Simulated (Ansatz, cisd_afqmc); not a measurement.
System: O, charge 0, triplet.

Total energies in aug-cc-pVTZ-DK, 6 correlated electrons, 1 frozen orbitals. Radicals and triplets start from unrestricted determinants; spin-orbit coupling is neglected. The -DK rows use spin-free X2C. AFQMC/CISD: phaseless, guided by CISD from CCSD amplitudes; bars are statistical, one sigma. Outlying blocks are dropped, and bars are widened where a walk drifts. Over all cases where full CI ran beside it in this data, AFQMC minus full CI had a median of +0.1 mEh and passed +0.4 mEh in a tenth of the cases. Full CI freezes restricted core orbitals and the other rows unrestricted ones, which leaves a small offset even where coupled cluster is exact.

```
method         program        energy (Eh)  error against FCI (mEh)
----------  ----------  -----------------  -----------------------
HF              Ansatz          -74.86511                   166.34
MP2             Ansatz          -75.01151                    19.94
CCSD            Ansatz          -75.02773                     3.72
CCSD(T)         Ansatz          -75.03116                     0.28
CCSDT(Q)        Ansatz          -75.03158                    -0.14
CCSDTQ          Ansatz          -75.03158                    -0.13
AFQMC/CISD  cisd_afqmc  -75.0314 ± 0.0002                0.1 ± 0.2
FCI             Ansatz          -75.03145                     0.00
```

Ansatz is a quantum-chemistry and plane-wave program.
